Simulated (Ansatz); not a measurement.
Wavefunction ladder for CH$_{3}$GaO$_{3}$, SMILES `O=[CH][Ga]([OH])[OH]`

Cartesian coordinates in Å:
```
O -0.895 2.212 -0.363
C 0.136 1.634 -0.143
Ga 0.124 -0.377 0.057
O 1.611 -1.296 0.383
O -1.373 -1.334 -0.082
H 1.085 2.210 -0.051
H 1.468 -2.243 0.456
H -2.155 -0.806 -0.258
```

Total charge 0; spin multiplicity 1. Correlated methods include outer-core shells of Ga, which these sets cover unevenly. Scalar relativity is left out up to krypton. The geometry is a stationary point of PBE0-D4/def2-TZVP. It is one conformer, not always the lowest. Frozen core, restricted reference, Ansatz 0.2.0.

```csv
basis,HF (Eh),MP2 corr.
def2-SVP,-2187.02611,-0.89463
def2-TZVPP,-2187.60834,-1.09127
def2-QZVPP,-2187.66139,-1.40637
```

(1) Estimate the CCSD correlation energy and the (T) correction in each basis where they were run (hartree).

## Answers

(1) 
```
     basis  CCSD corr.       (T)
  def2-SVP    -0.90211  -0.02650
def2-TZVPP    -1.09166  -0.04498
def2-QZVPP    -1.37847  -0.05420
```
